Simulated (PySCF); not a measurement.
Precursor series Ti OH-H. Isolated molecules, 0 K electronic values unless said otherwise. One relaxed conformer stands for each flexible species; it need not be the lowest.

The HOMO from two functionals at the same geometries (r2SCAN-D4/def2-SVP), both in PySCF: PBE-D3(BJ)/def2-TZVP and TPSSh-D3(BJ)/def2-TZVP. 

```tsv
species	PBE-D3(BJ)/def2-TZVP (eV)
0 of 4 OH replaced by H ([Ti(OH)4])	-7.26
1 of 4 OH replaced by H ([Ti(OH)3(H)])	-6.55
2 of 4 OH replaced by H	-6.53
3 of 4 OH replaced by H	-6.91
4 of 4 OH replaced by H ([Ti(H)4])	-7.43
```

### Question
What does TPSSh-D3(BJ)/def2-TZVP give for each?

### Answer

- 0 of 4 OH replaced by H ([Ti(OH)4]): -8.02
- 1 of 4 OH replaced by H ([Ti(OH)3(H)]): -7.35
- 2 of 4 OH replaced by H: -7.36
- 3 of 4 OH replaced by H: -7.74
- 4 of 4 OH replaced by H ([Ti(H)4]): -8.24
Over these rows, drawn at random from the members with no instability flagged (it was tested for open shells, ions and some series alone), PBE minus TPSSh-D3(BJ): mean +0.81 eV, from +0.76 eV to +0.83 eV.
